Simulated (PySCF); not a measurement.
C3H5BO2, SMILES OB1C=COC1. Heavy atoms are numbered as in [OH:1][B:2]1[CH:3]=[CH:4][O:5][CH2:6]1. Hydrogens are named by the atom that carries them.

Geometry: B3LYP-D3(BJ)/def2-SVP. This is a generated structure with no PubChem entry under its InChIKey; it may be hypothetical. One conformer was computed; it need not be the lowest.

Method: M06-2X/def2-TZVP in PySCF.

ESP charges are fitted to the potential on shells at 1.4 to 2.0 van der Waals radii. Atomic charges (e), one atom of each kind:

```json
[
 {"atom": "O1 (OH)", "Mulliken": "[?]", "Löwdin": "0.19", "ESP fit": "-0.63"},
 {"atom": "B2", "Mulliken": "0.25", "Löwdin": "-0.70", "ESP fit": "0.57"},
 {"atom": "C3 (CH)", "Mulliken": "[?]", "Löwdin": "-0.13", "ESP fit": "-0.59"},
 {"atom": "C4 (CH)", "Mulliken": "[?]", "Löwdin": "-0.19", "ESP fit": "0.15"},
 {"atom": "O5", "Mulliken": "-0.26", "Löwdin": "0.24", "ESP fit": "-0.27"},
 {"atom": "C6 (CH2)", "Mulliken": "-0.20", "Löwdin": "-0.21", "ESP fit": "-0.17"},
 {"atom": "H on O1", "Mulliken": "[?]", "Löwdin": "0.21", "ESP fit": "0.39"},
 {"atom": "H on C3", "Mulliken": "0.13", "Löwdin": "0.15", "ESP fit": "0.21"},
 {"atom": "H on C4", "Mulliken": "0.15", "Löwdin": "0.14", "ESP fit": "0.13"},
 {"atom": "H on C6", "Mulliken": "[?]", "Löwdin": "0.15", "ESP fit": "0.10"}
]
```

### Question
Complete the blanks. (The exact figures need the calculation; the answer reports its results.)

### Answer

- O1 (OH), Mulliken: -0.42
- C3 (CH), Mulliken: -0.37
- C4 (CH), Mulliken: 0.10
- H on O1, Mulliken: 0.33
- H on C6, Mulliken: 0.14

### Question
Give the Mayer and Wiberg (Löwdin basis) orders of the bonds. (Estimate from the structure and the level; the computed values follow.)

### Answer

```json
[
 {"bond": "O1–B2", "Mayer": "1.35", "Wiberg": "1.99"},
 {"bond": "B2–C3", "Mayer": "1.17", "Wiberg": "1.28"},
 {"bond": "C3–C4", "Mayer": "1.70", "Wiberg": "1.84"},
 {"bond": "C4–O5", "Mayer": "1.13", "Wiberg": "1.66"},
 {"bond": "B2–C6", "Mayer": "0.98", "Wiberg": "1.13"},
 {"bond": "O5–C6", "Mayer": "0.89", "Wiberg": "1.30"}
]
```
